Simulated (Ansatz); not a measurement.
BFH$_{4}$OSn (`O[BH][SnH2][F]`). The species carries charge 0 and has multiplicity 1. Sn takes the def2 core potential. All single points use the PBE0-D4/def2-TZVP geometry. It is one conformer, not always the lowest.

```xyz
8

O    -1.084    1.483    0.402
B    -1.272    0.282   -0.149
Sn    0.690   -0.855   -0.218
F     1.548    0.711    0.629
H    -0.156    1.631    0.661
H    -2.359   -0.047   -0.518
H     1.052   -2.136    0.850
H     1.582   -1.069   -1.658
```

Question: What is the dipole moment at PBE/def2-TZVPP? (An estimate is asked.)

Answer: The calculation gave: 1.98 D, with components (-0.84, -1.58, -0.85) D in this frame, pointing from negative to positive charge.

Question: And with r2SCAN, B3LYP, ωB97M-V? (Estimate.)

Answer: Computed: r2SCAN 2.13 D, B3LYP 2.28 D, ωB97M-V 2.30 D.

Question: Give the Mulliken charges with PBE, r2SCAN, B3LYP in def2-TZVPP. (Estimate.)

Answer: Ansatz gave: 
| atom | PBE | r2SCAN | B3LYP |
| --- | --- | --- | --- |
| O1 | -0.16 | -0.24 | -0.21 |
| B2 | -0.07 | 0.01 | -0.03 |
| Sn3 | 0.72 | 0.76 | 0.77 |
| F4 | -0.49 | -0.54 | -0.54 |
| H5 | 0.23 | 0.25 | 0.24 |
| H6 | 0.01 | -0.01 | 0.03 |
| H7 | -0.12 | -0.12 | -0.13 |
| H8 | -0.12 | -0.12 | -0.13 |

B3LYP here is the variant with VWN-RPA as its local correlation; programs differ in this.
